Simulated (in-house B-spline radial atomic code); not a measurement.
# Binding energies in Sn22+

NIST's tabulated ground configuration is [Ar] 3d10; each binding energy is the energy of the ion with one electron taken from that subshell, relaxed, less that of the parent. Level of theory: Dirac-Hartree-Fock, average of configuration, Fermi nucleus of rms radius 4.6519 fm; calculated with a radial B-spline atomic code at the basis-set limit. Energies include first-order Breit, QED and recoil terms.

| subshell | X-ray name | binding energy (eV) | -ε (eV) | relaxation (eV) |
| --- | --- | --- | --- | --- |
| 1s | K | 29897.9 | 30041.0 | 47.1 |
| 2s | L1 | 5149.7 | 5178.4 | 18.7 |
| 2p1/2 | L2 | 4839.2 | 4870.8 | 21.7 |
| 2p3/2 | L3 | 4610.7 | 4638.3 | 20.7 |
| 3s | M1 | 1524.2 | 1528.9 | 2.8 |
| 3p1/2 | M2 | 1398.3 | 1403.2 | 3.2 |
| 3p3/2 | M3 | 1354 | 1358.1 | 2.9 |
| 3d3/2 | M4 | 1136.5 | 1141.1 | 4.0 |
| 3d5/2 | M5 | 1127.6 | 1131.8 | 3.8 |

Relaxation = -ε minus the binding energy without Breit, QED and recoil terms.

Emission lines follow as differences of binding energies, with λ = 12398.42 eV·Å / E:

```csv
line,holes,energy (eV),wavelength (Å)
K-L3,1s → 2p3/2,25287.2,0.4903
K-L2,1s → 2p1/2,25058.7,0.49478
K-M3,1s → 3p3/2,28543.9,0.43436
L3-M5,2p3/2 → 3d5/2,3483.1,3.5596
L2-M4,2p1/2 → 3d3/2,3702.7,3.3485
L1-M3,2s → 3p3/2,3795.7,3.2664
L3-M1,2p3/2 → 3s,3086.5,4.017
```

Q: What screening constant σ does Moseley's law, E = (3/4)·13.6057 eV·(Z - σ)², need for K-L3?

A: σ = 0.22.

Moseley's non-relativistic formula needs a falling, then negative, screening constant for heavy elements, because relativity binds the 1s electron more strongly than the formula allows.

Q: What does it cost to remove both a 1s and a 2p1/2 electron?

A: 34997 eV, which is 259.9 eV more than the two single binding energies together.

Q: What does it cost to remove both a 1s and a 3d5/2 electron?

A: 31113 eV, which is 88.03 eV more than the two single binding energies together.

Q: What does it cost to remove both a 3s and a 3p3/2 electron?

A: 2938.3 eV, which is 60.09 eV more than the two single binding energies together.
